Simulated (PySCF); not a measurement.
**How methods differ on the excitation energy of F²⁺**

F²⁺ [He] 2s2 2p3 (4S) → F²⁺ [He] 2s1 2p4 (4P), as a difference of total energies. Computed with PySCF 2.14 in aug-cc-pVQZ with one added diffuse shell each of s, p, d, f, g type (7s6p5d4f3g, 105 functions), with no relativity, point nucleus. Correlated levels: valence: 1s2 frozen. The calculations carry no spin-orbit coupling.

```csv
method,excitation energy (cm⁻¹)
UHF,151830
LDA,145430
PBE,143060
PBE0,145920
r2SCAN,143090
TPSS,144790
wB97X-V,149630
M06-L,145400
TPSSh,145910
MP2 (valence),152220
SCS-MP2 (valence),152280
```

A first-order spin-orbit estimate (lowest level to lowest level, LS coupling) adds -0.023 eV.
